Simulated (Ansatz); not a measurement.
Molecule: sum formula BOCl (charge +1, doublet). 
Structure (B3LYP-D3(BJ)/def2-TZVP (Ansatz, an electronic-structure program) minimum search):
```
B
O 1 1.2835
Cl 1 1.6206 2 180.00
```
Charge +1, spin multiplicity 2.

Basis-set convergence of Hartree-Fock and CCSD(T) correlation energies (hartree) with Ansatz. Valence correlation only, unless marked. UHF or UKS for open shells. No spin-orbit coupling. No relativistic terms.

| basis | functions | E(HF) | E(corr, CCSD(T)) |
|---|---|---|---|
| cc-pV(D+d)Z | 51 | -558.74399 | -0.37743 |
| cc-pV(T+d)Z | 99 | -558.79049 | -0.48605 |
| cc-pV(Q+d)Z | 174 | -558.80126 | -0.52309 |

Extrapolating the two largest sets (X = 3 and 4) as X^-3: E(corr) = (64·(-0.52309) - 27·(-0.48605))/37 = -0.5501 Eh, an estimate of the basis-set limit. The largest set recovers 95.1 % of it, the smallest 68.6 %.
